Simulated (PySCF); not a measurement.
Vertical excitations of a molecule C₂H₄F₂Si from TDA-PBE/def2-SVPD (PySCF), as energy in eV (oscillator strength): 5.66 (0.000), 6.68 (0.005), 6.82 (0.008), 6.88 (0.161), 7.09 (0.073), 7.38 (0.002), 7.41 (0.223), 7.50 (0.002), 7.60 (0.024), 8.13 (0.006). Lowest triplet (TDA): 4.20 eV. Geometry optimised at TPSSh-D3(BJ)/def2-SVP. Other conformers were not sampled.

### Question
Pick the molecule that these values belong to.
A. F/C=C(/F)[SiH3]
B. FC(F)=C[SiH3]
C. C=C(F)[SiH2]F
D. C=C[SiH](F)F

### Answer
C, C=C(F)[SiH2]F
